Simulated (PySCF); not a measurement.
Cartesian coordinates (Å):
```xyz
6

C      2.1260    -0.0393    -0.0032
N      0.9399    -0.0174    -0.0014
C     -0.4773     0.0089     0.0007
H     -0.8745    -0.5612    -0.8642
H     -0.8696    -0.4448     0.9340
H     -0.8434     1.0540    -0.0659
```
Charge 0, spin multiplicity 1.

**Question.** What dipole moment, HOMO and total energy does PySCF with TPSSh-D3(BJ)/def2-TZVP // BP86-D3(BJ)/def2-SVP give?

**Answer.** 
```json
{
  "dipole_moment": "3.83 D",
  "HOMO": "-8.03 eV",
  "total_energy": "-132.7767 Ha"
}
```
